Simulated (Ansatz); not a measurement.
FH2NSiSn: structure from calculated spectroscopic constants

These gas-phase data were calculated for one isomer of FH2NSiSn at PBE0-D3(BJ)/def2-SVP (harmonic, unscaled wavenumbers; equilibrium rotational constants with average atomic masses):

```
rotational constants            : 9.748, 1.498, 1.409 GHz
all wavenumbers above 1500 cm⁻¹ : 3611, 2218
dipole moment                   : 2.77 D (PBE0/def2-TZVPD)
```

Candidates:

(1) `F[SiH2][N]=[Sn]`, a singlet
(2) `F[Si@@H]1[NH][Sn]1`, a singlet

Q: Which structure fits?

A: Candidate (2). The band at 3611 cm⁻¹ lies where the N–H stretch is expected; (1) has no mode between 3250 and 3800 cm⁻¹.

The same quantities for all candidates:

|  | rotational constants (GHz) | wavenumbers above 1500 cm⁻¹ | dipole (D) | E above the lowest, PBE0-D3(BJ)/def2-SVP (kcal/mol) |
| --- | --- | --- | --- | --- |
| (1) | 16.1, 0.9575, 0.9136 | 2237, 2227 | 4.85 | 2.3 |
| (2) | 9.748, 1.498, 1.409 | 3611, 2218 | 2.77 | 0.0 |

Harmonic stretches to hydrogen usually lie a few per cent above observed fundamentals. Each candidate is one conformer. Atoms past krypton carry core potentials. Programs: Ansatz 0.2.0.
